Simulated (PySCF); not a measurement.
ReO3(OH) (singlet state).
SMILES: `[O]=[Re](=[O])(=[O])[OH]`

A linear-response calculation (PySCF, def2-SVPD basis, gas phase, vertical, core orbitals frozen in the response) gave these numbers; the functional is withheld.

Orbital energies (eV): HOMO-3 -12.64, HOMO-2 -11.83, HOMO-1 -11.83, HOMO -11.60, LUMO -0.96, LUMO+1 -0.96, LUMO+2 -0.13.

| state | E (eV) | f | main configurations (H = HOMO, L = LUMO) |
| --- | --- | --- | --- |
| S1 | 4.99 | 0.0006 | H→L/L+1 (≥66%), H-2/H-1→L/L+1 (≥29%) |
| S2 | 4.99 | 0.0006 | H→L/L+1 (≥66%), H-2/H-1→L/L+1 (≥29%) |
| S3 | 5.35 | 0.0000 | H-2/H-1→L/L+1 (≥93%) |
| S4 | 5.38 | 0.0066 | H-2/H-1→L/L+1 (≥94%) |
| S5 | 5.73 | 0.0095 | H-2/H-1→L/L+1 (≥43%), H-3→L/L+1 (≥23%) |
| S6 | 5.73 | 0.0095 | H-2/H-1→L/L+1 (≥43%), H-3→L/L+1 (≥23%) |

Triplets, Tamm–Dancoff:

```json
{"state": "T1", "E (eV)": "4.50", "λ (nm)": "275.3", "main configurations (H = HOMO, L = LUMO)": "H→L/L+1 (≥64%), H-2/H-1→L/L+1 (≥17%)"}
{"state": "T2", "E (eV)": "4.51", "λ (nm)": "275.2", "main configurations (H = HOMO, L = LUMO)": "H→L/L+1 (≥64%), H-2/H-1→L/L+1 (≥17%)"}
{"state": "T3", "E (eV)": "4.77", "λ (nm)": "259.9", "main configurations (H = HOMO, L = LUMO)": "H-2/H-1→L/L+1 (≥92%)"}
```

Vertical ionisation energy by ΔSCF with the same functional: 11.99 eV. Mean static polarisability: 49.7 au.

Orbitals of the list HOMO-3 to LUMO+2 that lie within 0.01 eV of each other are written together with a slash and their weights summed (≥ marks a lower bound); for degenerate orbitals outside that list single weights are arbitrary.

Question: Name the functional.
A. PBE
B. PBE0
C. HF
D. wB97X-D

Answer: D. wB97X-D is range-separated, 22% exact exchange at short range and 100% at long range (ω = 0.2 bohr⁻¹). In this run −ε(HOMO) = 11.60 eV differs from the ΔSCF value by -0.40 eV, and S1 differs from the orbital gap of 10.64 eV by -5.65 eV. The ratio −ε(HOMO)/IP is 0.97. Usual ranges for neutral molecules in this basis: 0.89 to 0.99 with wB97X-D, 0.5 to 0.7 with PBE, 0.7 to 0.83 with PBE0; Hartree–Fock can't fall below 1, since the ion's relaxation only lowers the ΔSCF value. The other options: PBE, a GGA without exact exchange; HF, time-dependent Hartree–Fock, 100% exact exchange; PBE0, a global hybrid with 25% exact exchange.

Theory: TDDFT wB97X-D/def2-SVPD, vertical, gas phase, core orbitals frozen in the response, def2 core potentials past Kr (PySCF). Geometry: PBE0-D3(BJ)/def2-SVP; no solvent, vibrations or thermal averaging. Spin–orbit coupling is left out.
